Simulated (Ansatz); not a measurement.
Frontier orbitals of CH₅NO₂Sn, SMILES `[OH][SnH]1[NH]C[O]1`.

```xyz
10

O    -0.4366   -1.3027    2.1949
Sn    0.6421   -0.6606    0.7044
N     0.0558    1.1447   -0.0109
C    -0.3733    0.5089   -1.2690
O    -0.2311   -0.8872   -1.0693
H    -1.3476   -1.0002    2.1418
H     2.1826   -1.2897    1.0359
H     0.7053    1.9111   -0.1287
H     0.2309    0.8414   -2.1249
H    -1.4280    0.7344   -1.4742
```

Charge 0, multiplicity 1. Correlated methods include outer-core shells of Sn, which these sets cover unevenly. Sn takes the def2 core potential. The structure was optimised at the PBE0-D4/def2-TZVP level. It is one conformer, not always the lowest. Basis def2-TZVPP, the Gaussian-basis code of Ansatz.

Orbital energies of one run (eV). Highest occupied ones, from the top: -5.43, -6.17, -7.09, -7.52, -7.92, -8.69, -10.13, -10.38, -11.10, -12.14, -13.05, -15.48, -20.63, -23.72. Empty: -1.60, -1.34, -0.37, 0.56, 1.22, 1.81.

(1) Which functional gave them?
A. PBE0
B. BHLYP
C. revPBE
D. r2SCAN0

Answers

(1) C. HOMO energies: revPBE -5.43, BHLYP -8.23, PBE0 -6.88, r2SCAN0 -7.07 eV.
